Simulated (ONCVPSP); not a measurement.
# Logarithmic derivatives: germanium, ONCV

```json
{
  "Element": "germanium",
  "Generator": "ONCVPSP 4.0.1",
  "Type": "optimised norm-conserving Vanderbilt (ONCV)",
  "Functional": "LDA (Perdew-Zunger)",
  "Relativity": "fully relativistic",
  "Frozen core": "[Ar] 3d10",
  "Valence charge": "4",
  "Reference configuration": "4s2 4p1.5 (charge +0.5)",
  "Partial waves": "4s: rc 1.70 bohr, ncon 4, nbas 7, qcut 3.7 1/bohr, 3 projectors, debl 3.5 Ha; 4p: rc 1.60 bohr, ncon 4, nbas 9, qcut 4.8 1/bohr, 3 projectors, debl 2.9 Ha",
  "Local potential": "polynomial inside 1.45 bohr (lpopt 4, dvloc0 1 Ha)",
  "Core correction": "polynomial model core, fcfact 0.4"
}
```

Open shells are filled in proportion to 2j + 1.

The phase is arctan(r·R′/R) of the radial function R(r), unwrapped; energies in Ha, scanned from -2 to 5 Ha. A pole is an energy at which the radial function vanishes at the test radius. The pseudo phase is shifted by a multiple of π to meet the all-electron one at the reference energy, and phase errors are pseudo minus all-electron; the curves can meet again beyond the range given. Levels narrower than the energy grid can be missing from the lists of poles.

| channel | radius (bohr) | reference energy (Ha) | poles, all-electron | poles, pseudo | unbroken range about the reference energy with phases within 0.05 rad | phase error 1 Ha above the reference energy (rad) |
| --- | --- | --- | --- | --- | --- | --- |
| s | 1.72 | -0.58 | 2.04 | 2.04 | the whole range | -0.000 |
| p3/2 | 1.62 | -0.28 | 3.71 | 3.71 | the whole range | +0.000 |
| p1/2 | 1.62 | -0.28 | 3.60 | 3.60 | the whole range | +0.000 |

Note: ghosts flagged at negative energy: p3/2 at -73.6 eV, p1/2 at -73.1 eV; GHOST(+) flagged for s at 270.4 eV. A true bound ghost makes a file unfit for plane-wave use.

Phases in the p3/2 channel:

```json
{"E (Ha)": "-1.98", "all-electron": "1.066", "pseudo": "1.081"}
{"E (Ha)": "-1.62", "all-electron": "0.970", "pseudo": "0.977"}
{"E (Ha)": "-1.26", "all-electron": "0.829", "pseudo": "0.832"}
{"E (Ha)": "-0.90", "all-electron": "0.607", "pseudo": "0.608"}
{"E (Ha)": "-0.54", "all-electron": "0.254", "pseudo": "0.255"}
{"E (Ha)": "-0.18", "all-electron": "-0.218", "pseudo": "-0.218"}
{"E (Ha)": "0.18", "all-electron": "-0.654", "pseudo": "-0.654"}
{"E (Ha)": "0.54", "all-electron": "-0.950", "pseudo": "-0.949"}
{"E (Ha)": "0.90", "all-electron": "-1.134", "pseudo": "-1.134"}
{"E (Ha)": "1.26", "all-electron": "-1.255", "pseudo": "-1.255"}
{"E (Ha)": "1.62", "all-electron": "-1.338", "pseudo": "-1.338"}
{"E (Ha)": "1.98", "all-electron": "-1.400", "pseudo": "-1.400"}
{"E (Ha)": "2.34", "all-electron": "-1.448", "pseudo": "-1.448"}
{"E (Ha)": "2.70", "all-electron": "-1.487", "pseudo": "-1.487"}
{"E (Ha)": "3.06", "all-electron": "-1.520", "pseudo": "-1.520"}
{"E (Ha)": "3.42", "all-electron": "-1.549", "pseudo": "-1.549"}
{"E (Ha)": "3.78", "all-electron": "-1.576", "pseudo": "-1.576"}
{"E (Ha)": "4.14", "all-electron": "-1.602", "pseudo": "-1.602"}
{"E (Ha)": "4.50", "all-electron": "-1.627", "pseudo": "-1.627"}
{"E (Ha)": "4.86", "all-electron": "-1.653", "pseudo": "-1.653"}
```
